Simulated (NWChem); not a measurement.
# C₂H₂Br₂; SMILES C(/Br)=C/Br

Program: NWChem. Coordinates come from a B3LYP/6-31G* (spherical d) optimisation. COSMO at PBE/def2-SVP, default radii, gas-phase geometry; f = (ε − 1)/ε scales the surface charges.

| row | f | electrostatic solvation energy (kcal/mol) |
|---|---|---|
| ε = 4.8 | 0.7917 | -2.21 |
| ε = 7.6 | 0.8684 | withheld |
| ε = 20.7 | 0.9517 | -2.73 |
| ε = 46.7 | 0.9786 | -2.82 |
| ε = 78.4 | 0.9872 | -2.85 |

Fit a straight line of the last column on the one before it, predict the withheld value, and compare with the run.


1. Means of the 4 shown rows: x = 0.92730, y = -2.652. Slope Σ(x − x̄)(y − ȳ)/Σ(x − x̄)² = -0.08232/0.02520 = -3.266; intercept 0.376.
2. The shown rows scatter about the line by 0.001 (root mean square); the largest residual is 0.00, at ε = 20.7.
3. At x = 0.8684 (ε = 7.6; inside the shown range) the line gives -2.46.
4. The run gives -2.45, +0.01 from the line.
